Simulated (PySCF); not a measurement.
Species: C5H8BFO2.
InChI=1S/C5H8BFO2/c1-2-6-8-4-3-5(7)9-6/h3-4,6H,2H2,1H3/t6-/m0/s1

Torsions of this conformer, `[CH3:1][CH2:2][B@@H-:3]1[O:4][C:5]([F:6])=[CH:7][CH:8]=[O+:9]1`: C1–C2–B3–O4 59°.

The closed-shell ground state was solved at several levels (PySCF, density fitting, gas phase, non-relativistic). One conformer (not necessarily the lowest) at the PBE0-D3(BJ)/def2-SVP geometry, without solvent, vibrations or thermal averaging.

```tsv
level	basis functions	total energy (Eh)	HOMO (eV)	LUMO (eV)	gap (eV)	dipole (D)
PBE0/pcSseg-1	193	-469.9650	-7.18	-2.25	4.93	3.50
B3LYP/pcJ-1	323	-470.5542	-6.98	-2.46	4.52	3.53
mPW1PW91/pcSseg-1	193	-470.3714	-7.21	-2.28	4.93	3.51
```

Question: What might PBE0/def2-SVPD (253 basis functions) give for the same quantities?

Answer: Total energy -469.6946 Eh, HOMO -7.17 eV, LUMO -2.33 eV, gap 4.84 eV, dipole 3.43 D.

Question: How far do the dipole and the HOMO energy spread over the levels?

Answer: The dipole runs from 3.43 to 3.53 D (mean 3.49 D) and the HOMO from -7.21 to -6.98 eV.
